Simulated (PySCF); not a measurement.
Cl2H2Si, SMILES Cl[SiH2]Cl (connectivity only; charge and spin as stated), charge +1, multiplicity 2. Atoms are numbered in the order given.

```xyz
5

Si     0.0000     0.0000    -0.6688
Cl     1.7277     0.0000     0.3679
Cl    -1.7277     0.0000     0.3679
H      0.0000    -1.2166    -1.5727
H      0.0000     1.2166    -1.5727
```
Charge +1, spin multiplicity 2.

Geometry: B3LYP-D3(BJ)/def2-TZVP. A frequency run showed that this geometry is not a minimum. The spin state was assumed, not searched. The isomer is the one that the SMILES or the coordinates give; other isomers of the formula were not compared.

All values below come from M06-2X/def2-TZVPD run with PySCF.

- total energy = -1210.75393 hartree
- point group = C2v
- α spin, highest occupied and lowest empty level = -17.20 and -5.33 eV
- β spin, highest occupied and lowest empty level = -16.39 and -12.70 eV
- dipole moment about the centre of nuclear charge = 2.50 D
- mean static polarisability = 77.0 bohr³ (11.41 Å³)
- polarisability, principal values = 45.1, 55.0, 131.0 bohr³
- ⟨S²⟩ = 0.762 (pure state 0.75)
